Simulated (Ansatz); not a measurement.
System: ZnH, charge 1, multiplicity 1. SMILES: [ZnH+]
Geometry: optimised at B3LYP-D3(BJ)/def2-TZVP (Ansatz, a quantum-chemistry and plane-wave program).

Parts of the frozen-core correlation energy in STO-3G (Ansatz, hartree). Frozen orbitals: 9; correlated occupied orbitals by spin: 6 and 6; virtual: 4 and 4. No spin-orbit coupling. No relativistic terms. The restricted reference is unstable. The program attaches cautions to this run: lower state.

| term | value |
|---|---|
| reference (HF) | -1757.65851 |
| MP2 opposite-spin | -0.04159 |
| MP2 same-spin | -0.00006 |
| CCSD correlation | -0.10489 |
| (T) | -0.00137 |
| FCI minus CCSD(T) | -0.00895 |
| T1 diagnostic | 0.032 |
| largest doubles amplitude | 0.362 |
